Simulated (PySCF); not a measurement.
# Te: excitation energy

Te [Kr] 4d10 5s2 5p4 (3P) → Te [Kr] 4d10 5s1 5p5, s spin flipped, as a difference of total energies. Calculation: PySCF 2.14, in dyall-av2z (22s16p12d, 130 functions); no relativity, point nucleus. Correlated levels: valence: [Kr] 4d10 frozen; virtual orbitals above 40 to 60 times the deepest correlated orbital energy dropped. The calculations carry no spin-orbit coupling.

```tsv
method	excitation energy (eV)
UHF	11.132
LDA	8.652
PBE0	9.294
r2SCAN	9.162
B97-3	9.240
LC-wPBE	9.984
MP2 (valence)	9.704
SCS-MP2 (valence)	9.496
```

Q: Estimate what PBE gives.

A: 8.685 eV, closest to LDA among the rows shown.

Q: Estimate what r2SCANh gives.

A: 9.346 eV, closest to PBE0 among the rows shown.

The upper determinant mixes two multiplicities, so it lies between the two terms.

The upper state lies above the first ionisation limit, but in LS coupling its spin forbids autoionisation to the ground ion; at this Z spin-orbit coupling breaks that rule.
